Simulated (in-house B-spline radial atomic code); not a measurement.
How G0W0 and RPA depend on the start: C2+

Configuration [He] 2s2. Computed with an all-electron radial atomic-structure program (B-spline basis): all electrons, non-relativistic, point nucleus, each spin shell either full or empty, empty states to l = 9 with an (l + 1/2)⁻⁴ tail; G0W0 by contour deformation at full frequency.

| start | mean-field 2s (eV) | G0W0 (eV) | QP weight | RPA correlation (Eh) |
| --- | --- | --- | --- | --- |
| Hartree-Fock | -46.10 | -47.57 | 0.966 | -0.1672 |
| LDA VWN5 | -40.16 | -47.88 | 0.921 | -0.2316 |
| PBE | -40.36 | -47.83 | 0.922 | -0.23037 |
| PBE0 | -42.04 | -47.79 | 0.938 | -0.20643 |
| r2SCAN | -40.67 | -47.87 | 0.930 | -0.22175 |
| HSE06 | -41.61 | -47.79 | 0.935 | -0.21064 |
| B3LYP (VWN-RPA) | -41.77 | -47.79 | 0.934 | -0.21095 |
| SCAN | -40.69 | -47.87 | 0.930 | -0.22222 |
| TPSS | -40.65 | -47.82 | 0.926 | -0.22457 |
| BHandHLYP | -43.62 | -47.71 | 0.949 | -0.19006 |
| CAM-B3LYP | -43.60 | -47.74 | 0.948 | -0.19396 |
| LC-wPBE | -45.28 | -47.70 | 0.957 | -0.18493 |
| wB97X | -44.67 | -47.70 | 0.956 | -0.18529 |
| PBEsol | -40.16 | ? | ? | ? |
| BLYP | -40.28 | -47.81 | 0.920 | -0.23103 |
| r2SCAN0 | -42.21 | ? | ? | ? |
| LDA exchange-only | -38.70 | -47.78 | 0.921 | -0.23052 |

What G0W0 level, weight and RPA correlation energy follow from the PBEsol start?

G0W0 level -47.85 eV, weight 0.922, RPA correlation -0.23008 hartree.

What G0W0 level, weight and RPA correlation energy follow from the r2SCAN0 start?

G0W0 level -47.80 eV, weight 0.942, RPA correlation -0.20234 hartree.

How much of the dependence on the start does G0W0 remove?

The mean-field levels span 7.4 eV and the G0W0 levels 0.308 eV. Against 47.888 eV (NIST, measured) the G0W0 removal energies are off by -0.32 to -0.01 eV.
